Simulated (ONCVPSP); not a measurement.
What the settings do to the ONCV potential of Al

Base potential:

- Element: Al
- Generator: ONCVPSP 4.0.1
- Type: optimised norm-conserving Vanderbilt (ONCV)
- Functional: Wu-Cohen
- Relativity: scalar-relativistic
- Frozen core: [He]
- Valence charge: 11
- Reference configuration: 2s2 2p6 3s1.5 3p1.5
- Partial waves: 2s+3s: rc 1.20 bohr, ncon 4, nbas 7, qcut 9 1/bohr, 2 projectors; 2p+3p: rc 1.25 bohr, ncon 4, nbas 8, qcut 11.2 1/bohr, 2 projectors
- Local potential: polynomial inside 1.15 bohr (lpopt 5, dvloc0 0 Ha)
- Core correction: polynomial model core, fcfact 0.35

Cutoffs, loose and tight: the cutoffs (Ha) at which the residual kinetic energy of the hardest occupied pseudo-wave falls to 1 and 0.1 mHa per electron. They do not see the model core or the augmentation charge, which bear on the density cutoff. Test errors are all-electron minus pseudo excitation energies from the reference, over the configurations 2s2 2p6 3s2 3p1; 2s2 2p6 3s2 3p0; 2s2 2p6 3s1 3p0; 2s1 2p6 3s2 3p1. A dash means not determined; rows that change the core or the reference have their own tests.

```tsv
change	outcome	cutoff, loose	cutoff, tight	bound ghosts	GHOST(+) flags above zero	largest test error (meV)
base	generated	51 Ha	57 Ha	none	none	-552
p: rc 0.94; local potential polynomial inside 0.94 bohr (lpopt 5, dvloc0 0 Ha)	generated	95 Ha	228 Ha	none	none	-422
p: rc 1.12; local potential polynomial inside 1.12 bohr (lpopt 5, dvloc0 0 Ha)	generated	55 Ha	65 Ha	none	none	-501
p: rc 1.44	generated	45 Ha	51 Ha	none	none	-618
p: rc 1.58	generated	41 Ha	47 Ha	none	none	-650
p: rc 1.82	generated	36 Ha	42 Ha	none	none	-686
```

(1) What comes out with this change to the base: p: rc 1.26?

Results:

(1) outcome: generated; cutoff, loose: 50 Ha; cutoff, tight: 56 Ha; bound ghosts: none; GHOST(+) flags above zero: none; largest test error (meV): -558.

Reading the sweep of the p radius (base included, trends over the rows without a ghost): The loose cutoff falls from 95 Ha at 0.94 to 36 Ha at 1.82 bohr. A larger radius leaves more room for a smooth pseudo-wave, so fewer plane waves are needed; a smaller one forces it to follow the all-electron wave where it bends sharply. The median size of the test errors (rows with all tests solved) is not monotonic: lowest 0.2 meV at 1.44 bohr, highest 1.4 meV at 1.82 bohr.
